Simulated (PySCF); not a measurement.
Nb(NH)(Cl)2(OMe) (CH4Cl2NNbO), SMILES C[O][Nb](=[NH])([Cl])[Cl], multiplicity 1.

Geometry optimised at PBE-D3(BJ)/def2-SVP. The multiplicity is an assumed one; other spin states were not compared. The def2 effective core potentials stand for the cores of Nb; spin–orbit coupling is left out. The values are those of a single conformer.

Computed with PBE-D3(BJ)/def2-SVP in PySCF 2.14.0.

Frequencies are harmonic and unscaled.

```tsv
mode	ν (cm⁻¹)	IR (km/mol)	moving atoms (share of kinetic energy)
1	68	1.2	C 38 %, Cl 31 %, H 23 %, Nb 8 %
2	93	0.0	H 95 %
3	94	0.3	Cl 49 %, C 16 %, Nb 15 %, H 9 %, N 8 %
4	98	1.5	Cl 50 %, Nb 18 %, C 15 %, H 9 %
5	156	3.0	N 35 %, Cl 21 %, Nb 14 %, H 11 %, C 9 %, O 9 %
6	182	4.6	N 40 %, O 29 %, Cl 17 %, H 13 %
7	225	0.0	O 46 %, N 18 %, Cl 17 %, H 14 %
8	286	20.4	O 38 %, H 20 %, Cl 18 %, N 13 %, C 8 %
9	385	22.1	Cl 67 %, Nb 20 %
10	419	63.8	Cl 55 %, Nb 41 %
11	548	169.5	H 78 %, N 21 %
12	573	93.8	H 70 %, N 20 %, O 8 %
13	588	114.5	O 34 %, C 26 %, Nb 24 %, H 12 %
14	983	94.0	N 78 %, Nb 15 %
15	1119	90.5	H 54 %, C 26 %, O 20 %
16	1125	0.5	H 76 %, C 19 %
17	1142	216.5	O 44 %, C 32 %, H 22 %
18	1404	17.5	H 89 %, C 8 %
19	1408	4.1	H 97 %
20	1410	4.2	H 95 %
21	2942	60.1	H 98 %
22	3038	14.0	H 90 %, C 10 %
23	3045	11.8	H 90 %, C 10 %
24	3541	155.3	H 92 %
```
